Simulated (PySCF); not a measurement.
methyl ethyl ether (C₃H₈O), singlet, geometry from GFN2-xTB, with bond 6-2 at 1.3 times its length. Base run: DF-R2SCAN/cc-pVDZ run with PySCF.

PySCF was given this input:
```python
from pyscf import gto, scf, dft

mol = gto.Mole()
mol.atom = '''
    O     0.022172   -0.706372   -0.008918
    C    -0.001910    0.703791    0.009063
    C     1.319408   -1.235776   -0.004276
    C    -1.449207    1.167504    0.002248
    H     0.515371    1.075025    0.908962
    H     0.691025    1.216261   -1.135892
    H     1.215575   -2.318745   -0.019167
    H     1.887160   -0.910900   -0.886220
    H     1.871403   -0.933890    0.895656
    H    -1.949854    0.799068   -0.888595
    H    -1.965443    0.776323    0.874298
    H    -1.492447    2.252984    0.015870
'''
mol.basis = 'cc-pvdz'
mol.charge = 0
mol.spin = 0
mol.verbose = 4
mol.build()

mf = dft.RKS(mol)
mf.xc = 'r2scan'
mf = mf.density_fit(auxbasis='def2-universal-jkfit')
mf.kernel()
mf.analyze()
```

Each row names what was changed in the base input (with any setting that the change needs).

```json
[
 {"change": "base", "ΔE vs base (µEh)": "0.0", "SCF cycles": "10", "outcome": "converged"},
 {"change": "solver = newton", "ΔE vs base (µEh)": "0.0", "SCF cycles": "-", "outcome": "converged"},
 {"change": "DIIS = ADIIS", "ΔE vs base (µEh)": "0.0", "SCF cycles": "16", "outcome": "converged"},
 {"change": "conv_tol = 1e-11", "ΔE vs base (µEh)": "0.0", "SCF cycles": "12", "outcome": "converged"},
 {"change": "diis = off; damp = 0.3 (with mf.diis_start_cycle = 200; with mf.max_cycle = 150)", "ΔE vs base (µEh)": "-", "SCF cycles": "150", "outcome": "not converged"},
 {"change": "level_shift = 0.5 (with mf.max_cycle = 100)", "ΔE vs base (µEh)": "0.0", "SCF cycles": "15", "outcome": "converged"},
 {"change": "init_guess = vsap", "ΔE vs base (µEh)": "0.0", "SCF cycles": "12", "outcome": "converged"},
 {"change": "init_guess = mod_huckel", "ΔE vs base (µEh)": "0.0", "SCF cycles": "11", "outcome": "converged"},
 {"change": "level_shift = 0.1 (with mf.max_cycle = 100)", "ΔE vs base (µEh)": "0.0", "SCF cycles": "10", "outcome": "converged"},
 {"change": "init_guess = atom", "ΔE vs base (µEh)": "0.0", "SCF cycles": "10", "outcome": "converged"},
 {"change": "diis_space = 2", "ΔE vs base (µEh)": "0.0", "SCF cycles": "27", "outcome": "converged"},
 {"change": "diis = off (with mf.max_cycle = 100)", "ΔE vs base (µEh)": "-", "SCF cycles": "100", "outcome": "not converged"},
 {"change": "diis = off; damp = 0.6 (with mf.diis_start_cycle = 200; with mf.max_cycle = 150)", "ΔE vs base (µEh)": "0.0", "SCF cycles": "17", "outcome": "converged"}
]
```
